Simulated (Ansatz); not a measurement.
The first iterations of a band of ClH + GeH4O (8 atoms, charge 0, multiplicity 1).

The calculation used Ansatz, RKS PBE0/def2-SVP.

```yaml
movable_images: 5
climbing_image: yes
spring: 5.0 eV/Å²
optimiser: quadratic models (default)
start_path: through a guess of the saddle point
force_threshold: 0.03 eV/Å
iteration_limit: 60
end_points: relaxed
```

First end point:

```xyz
8
Properties=species:S:1:pos:R:3
Ge -0.182 0.192 -0.096
O 0.026 -0.101 1.676
H -0.805 -0.142 2.164
H 1.251 0.310 -0.613
H -0.971 1.503 -0.262
H -0.944 -0.988 -0.721
Cl 1.715 -2.604 1.724
H 1.011 -1.500 1.885
```

Last end point:

```xyz
8
Properties=species:S:1:pos:R:3
Ge 0.411 -0.152 -0.429
O -0.627 -0.292 2.518
H -1.187 -1.076 2.504
H 1.024 -0.122 -1.839
H 0.411 1.234 0.212
H -0.961 -0.832 -0.453
Cl 1.764 -1.426 0.725
H 0.265 -0.665 2.519
```

| iteration | highest image above the first end (eV) | largest band force component (eV/Å) |
| --- | --- | --- |
| 1 | 1.608 | 3.856 |
| 2 | 0.966 | 1.555 |
| 3 | 0.800 | 1.646 |
| 4 | 0.716 | 0.745 |
| 5 | 0.637 | 1.256 |
| 6 | 0.635 | 0.636 |
| 7 | 0.595 | 0.500 |

**Question.** Does the band converge within its limit, and where does its top end?

**Answer.** It converged. It ended after 22 iterations with the highest image 0.559 eV above the first end. A vibrational analysis at the climbing image gives one clearly imaginary mode, 168i cm⁻¹: a first-order saddle point. The orbitals stay closed-shell, which can raise the energy where a bond breaks towards radicals; this wasn't checked here.

Time of the run: 3.2 min on 2 threads of Arm Neoverse V2, with other jobs on the host, peak memory 0.18 GiB.
